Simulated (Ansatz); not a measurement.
`[Cl][SnH]([Cl])[GeH3]` → `[Cl][SnH2][Cl]` + `[GeH2]` at 298.15 K and 1 bar (germylene loss).

Program: Ansatz. Geometries: PBE0-D4/def2-TZVP. ΔE: electronic, gas phase. CBS: MP2 limit from def2 TZ/QZ plus the TZ coupled-cluster correction, frozen cores. Elements past krypton have def2 core potentials. For Ge, Sn outer-core shells are correlated without core-valence functions, which leaves a few kJ/mol of doubt a bond. Scalar relativity is left out up to krypton.

| species | CCSD(T)/CBS energy (Eh) | H − E (kJ/mol) | S (J/(mol·K)) |
| --- | --- | --- | --- |
| `[Cl][SnH]([Cl])[GeH3]` | -3212.19414 | 109.6 | 401.9 |
| `[Cl][SnH2][Cl]` | -1134.85982 | 58.0 | 314.6 |
| `[GeH2]` | -2077.24753 | 38.7 | 220.4 |

H − E and S are ideal-gas, rigid-rotor, harmonic terms from PBE0-D4/def2-TZVP. 1 Eh = 2625.50 kJ/mol, R = 8.31446 J/(mol·K).

**Question.** By hand: ΔE, ΔH, ΔS and ΔG.

**Answer.** ΔE = (-1134.85982) + (-2077.24753) − (-3212.19414) = 0.08679 Eh = 227.9 kJ/mol. Δ(H − E) = 58.0 + 38.7 − 109.6 = -12.9, so ΔH = 215.0 kJ/mol. ΔS = 314.6 + 220.4 − 401.9 = 133.1 J/(mol·K). ΔG = 215.0 − 298.15 × (133.1)/1000 = 175.3 kJ/mol.

**Question.** By hand: the equilibrium constant, and the temperature at which ΔG would vanish if ΔH and ΔS stayed fixed.

**Answer.** log₁₀ K = −ΔG/(RT ln 10) = -30.7. ΔG = 0 at ΔH/ΔS = 1615 K.

The number of gas molecules changes by +1, which sets the sign of ΔS. A doubt of 5 kJ/mol in ΔE shifts log₁₀ K by 0.9 here. Modes under 60 cm⁻¹, often nearly free rotors, make the harmonic entropy too high. These are equilibria of isolated gas molecules and say nothing of rates. Largest T1 diagnostic: 0.012 (customary marks: 0.02 for closed shells, 0.045 for open ones).
